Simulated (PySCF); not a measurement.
Species: (H2Al-mu-OH)2.
Cartesian coordinates in Å at the PBE0-D3(BJ)/def2-SVP level; atoms count from 1:
```xyz
10
Al2H6O2 angstrom
Al    -1.166   -0.088   -0.821
H     -1.772   -1.523   -1.142
H     -1.832    1.240   -1.386
O      0.695   -0.061   -0.973
Al     1.190    0.083    0.821
H      1.813    1.507    1.155
H      1.839   -1.259    1.374
O     -0.672    0.074    0.971
H      1.247   -0.120   -1.755
H     -1.218    0.072    1.760
```

The closed-shell ground state was solved at several levels (PySCF, density fitting, gas phase, non-relativistic).

```tsv
level	basis functions	total energy (Eh)	HOMO (eV)	LUMO (eV)	gap (eV)	dipole (D)
PBE0/def2-SVPD	142	-638.4204	-7.68	-0.69	6.99	0.07
B3LYP/pcSseg-1 (pcSseg-2 on Al)	150	-639.1437	-7.49	-0.88	6.61	0.08
PBE/pcSseg-1 (pcSseg-2 on Al)	150	-638.6343	-6.37	-1.38	4.99	0.08
```

**Question.** What might PBE0/pcSseg-1 (pcSseg-2 on Al) (150 basis functions) give for the same quantities?

**Answer.** Total energy -638.6874 Eh, HOMO -7.68 eV, LUMO -0.64 eV, gap 7.04 eV, dipole 0.08 D.

**Question.** Over all these levels, which gives the widest orbital gap and which the narrowest?

**Answer.** PBE0/pcSseg-1 (pcSseg-2 on Al) (global hybrid, 25 % exact exchange) has the widest, 7.04 eV, and PBE/pcSseg-1 (pcSseg-2 on Al) (GGA) the narrowest, 4.99 eV. The two share the basis. From the narrowest to the widest the HOMO moves by -1.31 eV and the LUMO by +0.74 eV.

**Question.** In the pcSseg-1 (pcSseg-2 on Al) basis, how does the gap go with the fixed share of exact exchange?

**Answer.** PBE (0 %) 4.99 eV; B3LYP (20 %) 6.61 eV; PBE0 (25 %) 7.04 eV. Each rise in the share widens the gap here.

**Question.** How far do the dipole and the HOMO energy spread over the levels?

**Answer.** The dipole runs from 0.07 to 0.08 D (mean 0.08 D) and the HOMO from -7.68 to -6.37 eV.

One conformer stands for the species.
